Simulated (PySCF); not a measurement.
**AsH: energy against distance**

Set-up: As cc-pVTZ-PP with ECP10, H cc-pVTZ; scalar-relativistic core potentials (PySCF 2.14). Energies in eV from As + H in their ground configurations at the same level. State: ³Σ⁻ (triplet), unpaired electrons π ↑↑.

| R (Å) | B3LYP |
| --- | --- |
| 1.318 | -2.468 |
| 1.380 | -2.764 |
| 1.441 | -2.936 |
| 1.487 | -3.000 |
| 1.533 | -3.021 |
| 1.579 | -3.007 |
| 1.640 | -2.945 |
| 1.717 | -2.815 |
| 1.809 | -2.607 |
| 1.932 | -2.279 |

Put a parabola through the three lowest points of the B3LYP curve and estimate Re, k and ωe (reduced mass 0.9944 u; 1 eV/Å² = 0.16022 mdyn/Å; ωe = 1302.8·√(k/μ) cm⁻¹).

Through R = 1.487, 1.533, 1.579 Å the second-order coefficient is 8.27 eV/Å², so Re ≈ 1.538 Å, k ≈ 2.65 mdyn/Å and ωe ≈ 2127 cm⁻¹. A polynomial fit of higher order to the unrounded B3LYP energies gives Re = 1.536 Å, k = 2.63 mdyn/Å, ωe = 2120 cm⁻¹; anharmonicity and rounding make the difference.

The higher-order fit for each curve: B3LYP: Re = 1.536 Å, ωe = 2120 cm⁻¹, De = 3.02 eV.

Spin–orbit coupling is left out. The state was picked by a PBE0 search and need not be the measured ground state.
